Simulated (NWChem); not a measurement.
System: SiHBr$_{2}$F; SMILES F[SiH](Br)Br

NWChem input:

```
start job
memory heap 200 mb stack 900 mb global 1100 mb
geometry units angstroms noautosym nocenter noautoz
  Si     0.725499     0.439311     0.000000
  F      2.069001    -0.434536     0.000000
  Br    -0.430555    -0.045305     1.827175
  Br    -0.430555    -0.045305    -1.827175
  H      1.078572     1.868449     0.000000
end
basis spherical
  * library pcsseg-1
end
dft
  xc slater vwn_5
  iterations 150
end
property
  shielding 4 1 2 3 5
  efieldgrad
end
task dft property
```

Geometry: optimised at B3LYP/6-31G* (spherical d).

GIAO values for the isolated, static molecule; σ is the absolute isotropic shielding, δ = σ(reference) − σ with the isolated reference molecule computed at the same levels (19F: trichlorofluoromethane, 1H: tetramethylsilane, 29Si: tetramethylsilane). Spin-orbit effects, on the heavy nuclei and on their neighbours, are missing.

Atoms are numbered as in the input.

**Question.** Predict the main results of this run. (LDA (Slater exchange, VWN5)/pcSseg-1, GIAO.) Quantities: δ Si1 (ppm); δ F2 (ppm); σ Br3 (ppm); δ H5 (ppm).

**Answer.** 
- δ Si1 (ppm): 32.0
- δ F2 (ppm): -131.0
- σ Br3 (ppm): 2208.9
- δ H5 (ppm): 7.01
